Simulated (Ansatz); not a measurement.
Basis sets compared for Be₅. The state is a singlet with charge 0. Geometry PBE/def2-TZVP. Ansatz on 4 threads of Arm Neoverse V2 on a shared host; times are rough, and most runs start from earlier orbitals.

```xyz
5

Be    0.256    0.486    1.022
Be   -0.331   -1.112   -0.048
Be   -1.638    0.480    0.181
Be    1.638   -0.480   -0.181
Be    0.076    0.626   -0.975
```

B3LYP takes the VWN-RPA correlation. The structure comes from a short search, and lower isomers may exist.

Binding counts from free atoms (Be singlet) in the same basis, without a counterpoise term.

```json
{"level": "PBE/def2-SVP", "functions": "45", "energy (Eh)": "-73.3245", "HOMO (eV)": "-4.55", "LUMO (eV)": "-3.72", "binding per atom (eV)": "1.45", "wall time": "0.41 s"}
{"level": "PBE/def2-TZVP", "functions": "95", "energy (Eh)": "-73.4049", "HOMO (eV)": "-4.53", "LUMO (eV)": "-3.65", "binding per atom (eV)": "1.43", "wall time": "0.81 s"}
{"level": "B3LYP/6-31G", "functions": "45", "energy (Eh)": "-73.5385", "HOMO (eV)": "-4.67", "LUMO (eV)": "-2.78", "binding per atom (eV)": "1.08", "wall time": "0.3 s"}
{"level": "B3LYP/def2-TZVP", "functions": "95", "energy (Eh)": "-73.5636", "HOMO (eV)": "-4.95", "LUMO (eV)": "-3.02", "binding per atom (eV)": "1.11", "wall time": "0.85 s"}
{"level": "PBE0/def2-SVP", "functions": "45", "energy (Eh)": "-73.3354", "HOMO (eV)": "-5.11", "LUMO (eV)": "-3.05", "binding per atom (eV)": "1.32", "wall time": "0.4 s"}
```

**Question.** Estimate the rows for PBE/def2-TZVPD, PBE0/def2-TZVPD.

**Answer.** 
```
          level  functions  energy (Eh)  HOMO (eV)  LUMO (eV)  binding per atom (eV)  wall time
 PBE/def2-TZVPD        110     -73.4051      -4.53      -3.66                   1.44     0.96 s
PBE0/def2-TZVPD        110     -73.4177      -5.10      -2.98                   1.31     0.86 s
```
